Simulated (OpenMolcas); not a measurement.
Mn+.

```
Program             : OpenMolcas
Basis               : ANO-RCC-VDZP [5s4p2d1f]
Scalar Hamiltonian  : DKH2, point nucleus
Active space        : 6 electrons in 9 orbitals (RAS2 3d 4s; RAS3 4p, at most 2 electrons)
State averaging     : 2S+1 = 7 even, 1 root; 2S+1 = 5 even, 30 roots kept (CI in the orbitals of an earlier block); 2S+1 = 3 even, 35 roots kept (CI in the orbitals of an earlier block); 2S+1 = 1 even, 13 roots kept (CI in the orbitals of an earlier block); 2S+1 = 7 odd, 3 roots; 2S+1 = 5 odd, 3 roots kept (CI in the orbitals of an earlier block)
Spin-orbit coupling : RASSI with atomic mean-field integrals over the reference wave functions, term energies averaged over their components
```

Two sets of levels on these reference wave functions, in cm⁻¹ above 3d⁵ 4s ⁷S₃: one from RASSCF and one from MS-RASPT2, IPEA 0.25 Eh, imaginary shift 0.1 Eh (closed shells correlated: 3s 3p).

```csv
Level,Set 1,Set 2
3d⁵ 4s ⁷S₃,0.0,0.0
3d⁵ 4s ⁵S₂,10700,12420
3d⁵ 4s ⁵G₄,31240,33340
3d⁵ 4s ⁵G₅,31240,33350
3d⁵ 4s ⁵G₃,31240,33350
3d⁵ 4s ⁵G₂,31240,33350
3d⁵ 4s ⁵G₆,31250,33350
3d⁵ 4s ⁵P₃,33470,37560
3d⁵ 4s ⁵P₂,33490,37590
3d⁵ 4p ⁷P°₂,38730,37590
3d⁵ 4s ⁵P₁,33530,37630
3d⁵ 4p ⁷P°₃,38900,37760
3d⁵ 4p ⁷P°₄,39140,38010
3d⁵ 4s ⁵D₄,37060,40820
3d⁵ 4s ⁵D₀,37060,40830
3d⁵ 4s ⁵D₁,37090,40850
```

Which set is which?

Set 1 is MS-RASPT2. Its levels of the other terms of 3d⁵ 4s lie at 0.86 to 0.94 of the other set's values, as expected, since terms of lower spin or lower L gain more correlation energy than the Hund ground term. Against 9 measured levels (NIST Handbook of Basic Atomic Spectroscopic Data) the mean absolute deviation is 2300 cm-1 with it and 3800 cm-1 without; single levels miss by up to 3700 cm-1 with it.

CASPT2 breaks the degeneracy within a term, and the mean is taken; among the terms shown or strongly mixed into the levels shown the widest spread is 310 cm-1 (3d⁵ 4s ⁵G, MS-RASPT2). Over all roots computed the reference weight is 0.86 to 0.94 in MS-RASPT2; the roots of lowest weight are the least certain, and an intruder state may touch them. Terms from blocks run as CI alone lack orbitals of their own. Without dynamic correlation excited terms often stand tens of per cent too high (terms of higher spin than the ground term too low), and those without a measured partner can miss by more than the paired ones (holds for RASSCF). Computed and measured levels are paired by configuration, term and J; levels that our copy of the source lacks, or whose pairing is in doubt (as where it misses far off the trend of its configuration), stay unpaired and out of the deviations. Only configurations of the active space appear. Levels that lie high or do not pair safely by name in every column are left out.

° marks odd parity.
